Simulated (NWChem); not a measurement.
System: CH$_{7}$BO$_{2}$Si; SMILES [SiH3]CB(O)O

NWChem input:

```
start job
memory heap 200 mb stack 900 mb global 1100 mb
geometry units angstroms noautoz
  Si    -0.001742    -1.793746     0.249678
  C     -0.000192    -0.308347    -0.930410
  B     -0.000112     1.068123    -0.131947
  O     -1.155727     1.699048     0.258740
  O      1.155585     1.698151     0.259990
  H     -0.005258    -3.099442    -0.501006
  H      1.219948    -1.757820     1.129572
  H     -1.221660    -1.752694     1.131835
  H     -0.891489    -0.406734    -1.587275
  H      0.891338    -0.407439    -1.586824
  H     -1.948127     1.216088    -0.026860
  H      1.947935     1.214682    -0.024929
end
basis spherical
  * library pcseg-2
end
dft
  xc xpbe96 cpbe96
  iterations 150
  semidirect filesize 400000000
  mulliken
end
task dft energy
```

Geometry: optimised at PBE-D3(BJ)/def2-SVP. No frequency run checked for a minimum.

Problem. Predict the main results of this run. (PBE/pcseg-2.) Quantities: basis functions; energy (Ha); highest occupied level (eV); orbital gap (eV); dipole (D).

Solution. 
```
Item                          Result
---------------------------  -------
number of basis functions        252
energy (Ha)                  -506.92
highest occupied level (eV)    -7.37
orbital gap (eV)                6.38
dipole (D)                      2.57
```
